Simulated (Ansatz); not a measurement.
Isolated molecules relaxed with PBE0-D4/def2-TZVP in Ansatz; ΔE leaves out vibrations. CCSD(T)/CBS is the MP2 limit (def2-TZVPP, def2-QZVPP) plus CCSD(T) − MP2 in def2-TZVPP, frozen cores. This one scheme is used for every species. DFT in def2-TZVPP. def2 core potentials past Kr. For I outer-core shells are correlated without core-valence functions, which leaves a few kJ/mol of doubt a bond. One conformer a species, not always the lowest.

Consider the substitution at a C–I bond: `BCCI` + HCl → `BCCCl` + HI.

`BCCI`:

Z-matrix (Å, degrees):
```
C
C 1 1.508
B 1 1.556 2 115.8
H 1 1.100 2 111.2 3 -122.8
H 1 1.100 2 111.2 3 123.0
I 2 2.154 1 113.1 3 179.9
H 2 1.088 1 112.5 3 -61.9
H 2 1.088 1 112.5 3 61.6
H 3 1.197 1 118.9 2 179.9
H 3 1.198 1 122.2 2 -0.2
```

HCl:

Z-matrix (Å, degrees):
```
Cl
H 1 1.279
```

`BCCCl`:

Cartesian coordinates in Å:
```
B 0.131 -0.158 1.443
C 0.578 -0.168 -0.046
C -0.428 0.321 -1.062
Cl -1.837 -0.781 -1.126
H 0.777 -0.741 2.265
H -0.813 0.488 1.798
H 0.994 -1.136 -0.344
H 1.449 0.515 -0.055
H -0.821 1.302 -0.798
H -0.028 0.358 -2.075
```

HI:

```xyz
2

I     0.666    0.023   -0.451
H    -0.666   -0.023    0.451
```

| level | ΔE (kcal/mol) | difference from CCSD(T)/CBS |
| --- | --- | --- |
| r2SCAN-D4 | 3.7 | -1.5 |
| PBE0-D4 | 3.5 | -1.7 |
| PBE | 3.7 | -1.5 |
| r2SCAN | 3.6 | -1.6 |
| MP2/def2-TZVPP | 5.6 | 0.4 |
| SCS-MP2/def2-TZVPP | 4.7 | -0.5 |
| CCSD/def2-TZVPP | 3.9 | -1.3 |
| HF/def2-QZVPP | 1.8 | -3.4 |
| SCS-MP2/def2-QZVPP | 5.2 | 0.0 |
| MP2/CBS(def2) | 6.4 | 1.2 |
| CCSD(T)/CBS | 5.2 | 0 |

Largest T1 diagnostic among the species: 0.009.

In def2-TZVPP, CCSD(T) changes the Hartree–Fock value by +2.6 kcal/mol (the triples alone add +0.4 kcal/mol) and MP2 by +3.8 kcal/mol.
